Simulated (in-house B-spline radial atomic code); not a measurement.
A radial electron density 4πr²n(r) was computed for an atom or ion in its tabulated ground configuration with a B-spline radial code for spherical atoms; method: non-relativistic PBE, spin-polarised, spherical fractional occupations. Columns: r (bohr), 4πr²n(r) (electrons per bohr), bar.

```
 0.00284   0.4844 #
 0.00337   0.6677 #
 0.00401   0.9214 ##
 0.00477    1.265 ##
 0.00568    1.729 ###
 0.00676    2.346 ####
 0.00804    3.152 ######
 0.00957    4.201 ########
  0.0114    5.541 ##########
  0.0135    7.145 #############
  0.0161    9.161 #################
  0.0192    11.51 #####################
  0.0228    14.07 ##########################
  0.0271    16.76 ###############################
  0.0323     19.4 ####################################
  0.0384    21.58 ########################################
  0.0457    23.03 ##########################################
  0.0543    23.42 ###########################################
  0.0646    22.65 ##########################################
  0.0769    20.88 ######################################
  0.0915    18.68 ##################################
   0.109    16.88 ###############################
    0.13    16.38 ##############################
   0.154    17.56 ################################
   0.183    20.07 #####################################
   0.218    22.77 ##########################################
   0.259    23.97 ############################################
   0.309    22.49 #########################################
   0.367    18.37 ##################################
   0.437    12.81 ########################
    0.52    7.779 ##############
   0.618    4.626 ########
   0.736    3.334 ######
   0.875    2.957 #####
    1.04    2.479 #####
    1.24    1.622 ###
    1.47   0.7932 #
    1.75   0.2667 
    2.09  0.05694 
    2.48 0.007935 
    2.95 0.0006104 
    3.51 2.42e-05
```

(1) Which atom or ion is it?
A. V9+
B. Ca8+
C. Ca9+
D. Ca7+

Answers

(1) B. The area under the curve, ∫4πr²n dr = ∫r·4πr²n d(ln r) on this logarithmic grid, is 12 electrons, which only this option has. The configuration is [Ne] 3s2.
